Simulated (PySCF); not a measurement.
TeI₂, SMILES [Te](I)I. Geometry optimised at B3LYP-D3(BJ)/def2-SVP. The def2 effective core potentials stand for the cores of I, Te; spin–orbit coupling is left out.

Problem. Give the equilibrium geometry at B3LYP-D3(BJ)/def2-SVP (PySCF confirms it by a frequency run) as a Z-matrix, and its point group. (An estimate is asked for; the answer gives what the named calculation found.)

Solution. point group C2v.
```
Te
I 1 2.7409
I 1 2.7409 2 101.92
```
